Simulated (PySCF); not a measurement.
C8H5MnO3, singlet (GFN2-xTB optimised geometry):

```
17

Mn    -0.796    -0.143     0.000
C      1.378    -0.143     0.000
C      0.907     0.078     1.314
C      0.164     1.287     1.315
C      0.168     1.802     0.000
C      0.903     0.909    -0.820
H      2.086    -0.905    -0.297
H      1.214    -0.472     2.194
H     -0.197     1.805     2.194
H     -0.197     2.776    -0.298
H      1.213     1.101    -1.839
O     -2.883     0.923    -1.762
C     -2.086     0.476    -1.067
O     -2.645    -0.963     2.122
C     -1.943    -0.658     1.266
O     -0.712    -2.776    -1.289
C     -0.778    -1.747    -0.783
```

Calculation: PySCF with PBE0/def2-SVP.

Problem. What are the frontier orbital energies and the dipole moment?

Solution. HOMO-2 -7.24 eV, HOMO-1 -6.77 eV, HOMO -6.76 eV, LUMO -0.47 eV, LUMO+1 -0.42 eV; dipole moment 3.51 D.

On the same geometry PySCF with PBE/def2-SVP gives HOMO-2 -5.75 eV, HOMO-1 -5.47 eV, HOMO -5.47 eV, LUMO -1.78 eV, LUMO+1 -1.73 eV; dipole moment 3.86 D.

Meta-Löwdin charges at PBE0/def2-SVP: Mn1 0.60, C2 -0.15, C3 -0.19, C4 -0.18, C5 -0.16, C6 -0.20, H7 0.13, H8 0.13, H9 0.13, H10 0.13, H11 0.13, O12 -0.23, C13 0.12, O14 -0.23, C15 0.11, O16 -0.23, C17 0.12.
